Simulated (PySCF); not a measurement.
Basis and Hamiltonian dependence of the ionisation energy of Ba

Ba [Xe] 6s2 (1S) → Ba⁺ [Xe] 6s1 (2S). All values are computed (PySCF 2.14, energy differences of UHF-based or UKS calculations, no spin-orbit coupling). Values in eV.

```json
{"basis": "def2-SVP with the def2 core potential (46 electrons)", "Hamiltonian": "ECP", "functions": "30", "UHF": "4.256", "LDA": "5.366", "PBE0": "n/a", "MP2 (valence)": "4.610", "CCSD(T) (valence)": "4.807", "CCSD(T) (valence and next inner shell)": "n/a"}
{"basis": "def2-TZVPP with the def2 core potential (46 electrons)", "Hamiltonian": "ECP", "functions": "40", "UHF": "4.262", "LDA": "n/a", "PBE0": "n/a", "MP2 (valence)": "n/a", "CCSD(T) (valence)": "n/a", "CCSD(T) (valence and next inner shell)": "4.998"}
{"basis": "Sapporo-DKH3-DZP-2012", "Hamiltonian": "spin-free X2C", "functions": "41", "UHF": "4.273", "LDA": "5.377", "PBE0": "n/a", "MP2 (valence)": "4.599", "CCSD(T) (valence)": "4.871", "CCSD(T) (valence and next inner shell)": "n/a"}
{"basis": "cc-pVDZ-X2C", "Hamiltonian": "spin-free X2C", "functions": "45", "UHF": "4.278", "LDA": "5.419", "PBE0": "5.158", "MP2 (valence)": "4.680", "CCSD(T) (valence)": "4.912", "CCSD(T) (valence and next inner shell)": "n/a"}
{"basis": "aug-cc-pVDZ-X2C", "Hamiltonian": "spin-free X2C", "functions": "54", "UHF": "4.278", "LDA": "5.414", "PBE0": "5.155", "MP2 (valence)": "4.685", "CCSD(T) (valence)": "4.915", "CCSD(T) (valence and next inner shell)": "n/a"}
{"basis": "def2-QZVPPD with the def2 core potential (46 electrons)", "Hamiltonian": "ECP", "functions": "60", "UHF": "4.260", "LDA": "5.346", "PBE0": "5.098", "MP2 (valence)": "4.726", "CCSD(T) (valence)": "4.909", "CCSD(T) (valence and next inner shell)": "5.113"}
{"basis": "ANO-RCC-VTZP", "Hamiltonian": "spin-free X2C", "functions": "72", "UHF": "4.319", "LDA": "5.460", "PBE0": "5.197", "MP2 (valence)": "4.762", "CCSD(T) (valence)": "4.960", "CCSD(T) (valence and next inner shell)": "5.187"}
{"basis": "aug-cc-pVTZ-X2C", "Hamiltonian": "spin-free X2C", "functions": "84", "UHF": "4.274", "LDA": "5.368", "PBE0": "5.115", "MP2 (valence)": "4.743", "CCSD(T) (valence)": "4.926", "CCSD(T) (valence and next inner shell)": "n/a"}
{"basis": "x2c-TZVPPall with one added diffuse shell each of s, p, d type", "Hamiltonian": "spin-free X2C", "functions": "94", "UHF": "4.272", "LDA": "5.382", "PBE0": "5.124", "MP2 (valence)": "4.737", "CCSD(T) (valence)": "4.920", "CCSD(T) (valence and next inner shell)": "5.145"}
{"basis": "aug-cc-pwCVTZ-X2C", "Hamiltonian": "spin-free X2C", "functions": "109", "UHF": "4.271", "LDA": "5.376", "PBE0": "5.118", "MP2 (valence)": "4.748", "CCSD(T) (valence)": "4.926", "CCSD(T) (valence and next inner shell)": "5.159"}
{"basis": "aug-cc-pVQZ-X2C", "Hamiltonian": "spin-free X2C", "functions": "118", "UHF": "4.274", "LDA": "5.394", "PBE0": "5.134", "MP2 (valence)": "4.755", "CCSD(T) (valence)": "4.923", "CCSD(T) (valence and next inner shell)": "n/a"}
{"basis": "aug-cc-pwCVTZ-X2C with one added diffuse shell each of s, p, d, f type", "Hamiltonian": "spin-free X2C", "functions": "125", "UHF": "4.271", "LDA": "5.376", "PBE0": "5.118", "MP2 (valence)": "4.748", "CCSD(T) (valence)": "n/a", "CCSD(T) (valence and next inner shell)": "n/a"}
{"basis": "x2c-QZVPPall", "Hamiltonian": "spin-free X2C", "functions": "139", "UHF": "4.271", "LDA": "n/a", "PBE0": "n/a", "MP2 (valence)": "4.757", "CCSD(T) (valence)": "4.926", "CCSD(T) (valence and next inner shell)": "n/a"}
```

Q: Estimate the row for def2-TZVP with the def2 core potential (46 electrons) (ECP, 40 functions).

A: From the rows with the same Hamiltonian and similar size; the calculation gives UHF 4.26; MP2 (valence) 4.66; CCSD(T) (valence) 4.86 (eV).

Extrapolation of CCSD(T) (valence) from aug-cc-pVTZ-X2C and aug-cc-pVQZ-X2C: the correlation parts are 0.652 and 0.650 eV; with the X⁻³ form and unrounded values, (4³ × 0.650 − 3³ × 0.652)/(4³ − 3³) = 0.648 eV, and adding the Hartree-Fock value 4.274 eV of the larger basis gives 4.921 eV.

Frozen in the all-electron rows: valence: [Xe]; valence and next inner shell: [Kr] 4d10; with a core potential, the same shells as far as they lie outside it.

Reference for a calculation without spin-orbit coupling: 5.212 eV (measured, between term centres; NIST).
